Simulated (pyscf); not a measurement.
Optimised with ωB97X-D3(BJ)/def2-SVP in PySCF. Correlated levels are frozen-core, on RHF or UHF. ΔMP2 is the change of the MP2 total energy from the triple- to the quadruple-zeta basis.

Task: Estimate by transition-state theory (the high-pressure limit) the rate constant of HAs=As–AsH₂ (SMILES [AsH]=[As][AsH2]) → As≡As (SMILES [As]#[As]) + AsH₃ (SMILES [AsH3]) (singlet surface; As–As, As–H broken, As–H formed) at 1200 K, with CCSD(T)/def2-TZVPP + ΔMP2(QZVPP) energies (ideal gas, 1 atm, RRHO with modes under 100 cm⁻¹ raised to 100, one conformer, R ln 2 for chiral ones without a mode under 150 cm⁻¹; no tunnelling).

Result: The electronic barrier is 35.2 kcal/mol and the thermal terms add +2.2, so ΔG‡ = 37.4 kcal/mol. With k_BT/h = 2.50e+13 s⁻¹ and RT = 2.385 kcal/mol, k = 3.9e+06 s⁻¹; so small a molecule is far into fall-off at 1 atm, where the true rate is lower. Wigner's tunnelling factor for 1187i cm⁻¹ would be 1.08. A shift of 1 kcal/mol in the barrier changes k by a factor 1.5. On the reactant side the descent ends in the other cis-trans isomer, a step of its own away from the zero, 1.9 kcal/mol over the lowest minimum found and 39.3 kcal/mol under the saddle at ωB97X-D3(BJ). At ωB97X-D3(BJ) the barrier from the zero used here is 41.2 kcal/mol. This is the saddle that the search found; another between the same sides may lie lower. The CCSD(T) − MP2 part came from Ansatz, without density fitting, on the same reference. The frozen core leaves the outer d or s,p core shells of the metals and heavy elements correlated in the MP2 and CC values, and def2-TZVPP describes them poorly, which can shift differences by a few kcal/mol. Elements up to Kr have no core potential and no relativistic terms here.
